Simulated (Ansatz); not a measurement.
Basis-set extrapolation for C2H8AlFSi, SMILES `[CH3][Al]([F])[CH2][SiH3]` (PBE0-D4/def2-TZVP geometry, frozen core, Ansatz). Multiplicity 1, RHF reference.

```tsv
	def2-TZVPP	def2-QZVPP
HF	-710.877654	-710.902801
MP2 correlation	-0.812903	-0.874985
CCSD(T) correlation	-0.894148	not run
```

Energies in hartree. Use E(X) = E(∞) + A·exp(−7.88·√X) for Hartree–Fock and E(X) = E(∞) + B·X^(−2.97) for correlation, with X = 3 and 4, and add CCSD(T) minus MP2 of the smaller set to the MP2 limit.

**Question.** What is the CCSD(T) energy at the basis-set limit?

**Answer.** HF limit: -710.902801 + (-0.025147) × 0.13774 = -710.90626. MP2 limit: -0.874985 + (-0.062082) × 0.74074 = -0.92097. Higher-order term: -0.894148 − (-0.812903) = -0.08125. Total: -711.90848 hartree, 358.8 kJ/mol below CCSD(T)/def2-TZVPP.
